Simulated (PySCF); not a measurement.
tellurium hexafluoride cation (F6Te), SMILES F[Te](F)(F)(F)(F)F (connectivity only; charge and spin as stated), charge +1, multiplicity 2.

Coordinates come from a B3LYP-D3(BJ)/def2-SVP optimisation. The spin state was assumed, not searched. The def2 effective core potentials stand for the cores of Te; spin–orbit coupling is left out.

The numbers are results of PBE/def2-TZVP in PySCF, not measurements.

The molecule is in vacuum.

- total energy: -866.31625 hartree
- point group: C2v
- α spin, highest occupied and lowest empty level: -16.97 and -13.25 eV
- β spin, highest occupied and lowest empty level: -16.93 and -16.13 eV
- dipole moment about the centre of nuclear charge: 0.50 D
- mean static polarisability: 44.7 bohr³ (6.63 Å³)
- polarisability, principal values: 41.1, 45.1, 47.9 bohr³
- ⟨S²⟩: 0.753 (pure state 0.75)
